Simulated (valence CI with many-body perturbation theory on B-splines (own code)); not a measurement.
**Energy levels of Ho³⁶⁺**

Calculated by configuration interaction combined with many-body perturbation theory (CI+MBPT): three valence electrons over a frozen Dirac-Fock core [Ar] 3d10, radial functions for each j: 11 s, 11 p, 10 d, 8 f, 5 g, 2 h, with the one-electron correlation potential Σ1, the two-electron term Σ2, the three-electron term Σ3, Breit, model QED; selected CI, second order for the rest, scaled by the run's own slope (own B-spline code, finite nucleus).

The last digits are not significant, and no measured levels were compared; by estimate large intervals hold to a few tenths of a per cent, small ones and those within an open d or f shell to about a per cent.

Levels 46 to 90 of 192, with energies above the lowest level, (4s^2 4p1/2) J=1/2. "Leading %" is the weight of the configuration and term that name the level; weights of strongly mixed levels are sums over their largest components and can fall short. In the jj column 3d3/2^4 stands for four electrons in 3d with j = 3/2.

| No. | Configuration | Term | J | E (× 10³ cm⁻¹) | Leading % | g | Leading jj | Second component |
| --- | --- | --- | --- | --- | --- | --- | --- | --- |
| 46 | 4p2 4d | 2G | 7/2 | 3232.3 | 42 | 1.031 | 4p1/2 4p3/2 4d3/2 (83 %) | 24 % 4p2 4d 2F |
| 47 | 4p2 4d | 4F | 3/2 | 3237.8 | 38 | 0.935 | 4p1/2 4p3/2 4d3/2 (96 %) | 29 % 4p2 4d 2P |
| 48 | 4p2 4d | 4D | 1/2 | 3242.6 | 82 | 0.150 | 4p1/2 4p3/2 4d3/2 (99 %) | 15 % 4p2 4d 2P |
| 49 | 4p2 4d | 4D | 7/2 | 3309.9 | 35 | 1.300 | 4p1/2 4p3/2 4d5/2 (81 %) | 35 % 4p2 4d 4F |
| 50 | 4p2 4d | 2F | 5/2 | 3324.7 | 25 | 1.102 | 4p1/2 4p3/2 4d3/2 (63 %) | 21 % 4p2 4d 2D |
| 51 | 4p2 4d | 2D | 3/2 | 3342.9 | 42 | 1.077 | 4p1/2 4p3/2 4d3/2 (73 %) | 24 % 4p2 4d 2P |
| 52 | 4p2 4d | 2G | 9/2 | 3345.2 | 52 | 1.198 | 4p1/2 4p3/2 4d5/2 (87 %) | 35 % 4p2 4d 4F |
| 53 | 4s 4p 4f | 4G | 5/2 | 3365.1 | 36 | 0.946 | 4s 4p1/2 4f5/2 (51 %) | 15 % 4p2 4d 4P |
| 54 | 4p2 4d | 4P | 1/2 | 3365.8 | 40 | 1.837 | 4p1/2 4p3/2 4d3/2 (93 %) | 28 % 4p2 4d 2P |
| 55 | 4p2 4d | 2F | 7/2 | 3379.3 | 32 | 1.111 | 4p1/2 4p3/2 4d5/2 (56 %) | 18 % 4s 4p 4f 2G |
| 56 | 4p2 4d | 2P | 3/2 | 3381.5 | 47 | 1.467 | 4p1/2 4p3/2 4d5/2 (74 %) | 40 % 4p2 4d 4P |
| 57 | 4s 4p 4f | 4G | 5/2 | 3385.5 | 31 | 0.942 | 4p1/2 4p3/2 4d5/2 (44 %) | 21 % 4p2 4d 4D |
| 58 | 4s 4p 4f | 4G | 7/2 | 3400.2 | 54 | 1.053 | 4s 4p1/2 4f5/2 (54 %) | 18 % 4s 4p 4f 4F |
| 59 | 4p2 4d | 2D | 5/2 | 3400.8 | 43 | 1.228 | 4p1/2 4p3/2 4d5/2 (71 %) | 23 % 4p2 4d 4P |
| 60 | 4s 4p 4f | 4F | 3/2 | 3424.1 | 56 | 0.602 | 4s 4p1/2 4f5/2 (89 %) | 25 % 4s 4p 4f 2D |
| 61 | 4s 4p 4f | 4F | 5/2 | 3430.9 | 34 | 1.111 | 4s 4p1/2 4f5/2 (53 %) | 28 % 4s 4p 4f 4D |
| 62 | 4s 4p 4f | 4G | 9/2 | 3437.1 | 33 | 1.195 | 4s 4p1/2 4f7/2 (83 %) | 31 % 4s 4p 4f 2G |
| 63 | 4s 4p 4f | 4D | 7/2 | 3442.0 | 45 | 1.280 | 4s 4p1/2 4f7/2 (75 %) | 16 % 4s 4p 4f 2F |
| 64 | 4p2 4d | 2D | 3/2 | 3477.4 | 66 | 0.890 | 4p1/2 4p3/2 4d5/2 (89 %) | 13 % 4p2 4d 2P |
| 65 | 4p2 4d | 2P | 1/2 | 3483.8 | 62 | 1.084 | 4p1/2 4p3/2 4d5/2 (92 %) | 30 % 4p2 4d 2S |
| 66 | 4s 4p 4f | 2G | 7/2 | 3530.7 | 37 | 0.978 | 4s 4p1/2 4f7/2 (35 %) | 24 % 4p2 4d 2G |
| 67 | 4s 4p 4f | 2D | 5/2 | 3563.6 | 20 | 1.044 | 4s 4p1/2 4f7/2 (30 %) | 20 % 4s 4p 4f 2F |
| 68 | 4s 4d2 | 4F | 3/2 | 3673.7 | 76 | 0.524 | 4s 4d3/2^2 (85 %) | 12 % 4s 4d2 2D |
| 69 | 4s 4d2 | 4F | 5/2 | 3690.4 | 44 | 1.111 | 4s 4d3/2^2 (65 %) | 16 % 4s 4d2 2D |
| 70 | 4p2 4d | 2F | 7/2 | 3718.1 | 26 | 1.071 | 4p3/2^2 4d3/2 (38 %) | 18 % 4s 4p 4f 2F |
| 71 | 4p2 4d | 4P | 1/2 | 3719.0 | 23 | 1.627 | 4s 4d3/2^2 (44 %) | 22 % 4s 4d2 4P |
| 72 | 4s 4d2 | 4F | 5/2 | 3723.7 | 41 | 1.097 | 4s 4d3/2 4d5/2 (45 %) | 8 % 4p2 4d 4D |
| 73 | 4p2 4d | 4P | 3/2 | 3726.4 | 21 | 1.040 | 4p3/2^2 4d3/2 (60 %) | 16 % 4p2 4d 2D |
| 74 | 4p2 4d | 4F | 9/2 | 3737.3 | 30 | 1.206 | 4p3/2^2 4d5/2 (38 %) | 26 % 4s 4d2 2G |
| 75 | 4p2 4d | 4D | 7/2 | 3744.4 | 31 | 1.258 | 4p3/2^2 4d5/2 (46 %) | 21 % 4s 4d2 4F |
| 76 | 4s 4d2 | 4P | 1/2 | 3750.9 | 60 | 2.003 | 4s 4d3/2 4d5/2 (34 %) | 21 % 4p2 4d 2P |
| 77 | 4s 4d2 | 4F | 7/2 | 3755.3 | 53 | 1.229 | 4s 4d3/2 4d5/2 (37 %) | 9 % 4p2 4d 2F |
| 78 | 4s 4d2 | 4P | 3/2 | 3789.3 | 90 | 1.675 | 4s 4d3/2 4d5/2 (94 %) |  |
| 79 | 4s 4d2 | 4P | 5/2 | 3795.4 | 61 | 1.413 | 4s 4d3/2 4d5/2 (78 %) | 19 % 4s 4d2 2D |
| 80 | 4s 4d2 | 4F | 9/2 | 3806.7 | 48 | 1.280 | 4s 4d5/2^2 (56 %) | 24 % 4s 4p 4f 4F |
| 81 | 4p2 4d | 2G | 9/2 | 3823.1 | 22 | 1.201 | 4p3/2^2 4d5/2 (39 %) | 20 % 4s 4d2 2G |
| 82 | 4p2 4d | 2D | 3/2 | 3826.0 | 51 | 0.840 | 4p3/2^2 4d3/2 (72 %) | 10 % 4p2 4d 2P |
| 83 | 4s 4d2 | 2G | 7/2 | 3828.0 | 52 | 0.941 | 4s 4d3/2 4d5/2 (47 %) | 26 % 4s 4p 4f 2G |
| 84 | 4s 4p 4f | 4G | 11/2 | 3846.2 | 100 | 1.270 | 4s 4p3/2 4f7/2 (100 %) |  |
| 85 | 4s 4d2 | 2D | 3/2 | 3847.9 | 17 | 1.122 | 4s 4d5/2^2 (32 %) | 16 % 4s 4p 4f 2D |
| 86 | 4s 4p 4f | 4F | 5/2 | 3857.3 | 22 | 1.057 | 4s 4p3/2 4f5/2 (60 %) | 18 % 4s 4p 4f 2F |
| 87 | 4s 4p 4f | 4D | 1/2 | 3859.2 | 24 | 1.420 | 4p3/2^2 4d5/2 (47 %) | 24 % 4p2 4d 2S |
| 88 | 4s 4p 4f | 4D | 5/2 | 3860.7 | 30 | 1.129 | 4s 4d3/2 4d5/2 (26 %) | 25 % 4s 4d2 2F |
| 89 | 4s 4p 4f | 4F | 7/2 | 3863.7 | 42 | 1.184 | 4s 4p3/2 4f5/2 (57 %) | 20 % 4s 4p 4f 4G |
| 90 | 4s 4p 4f | 4D | 3/2 | 3864.8 | 70 | 1.044 | 4s 4p3/2 4f5/2 (68 %) | 11 % 4s 4d2 2D |

Where two levels of one J and parity lie close, their mixing, g and order are uncertain.
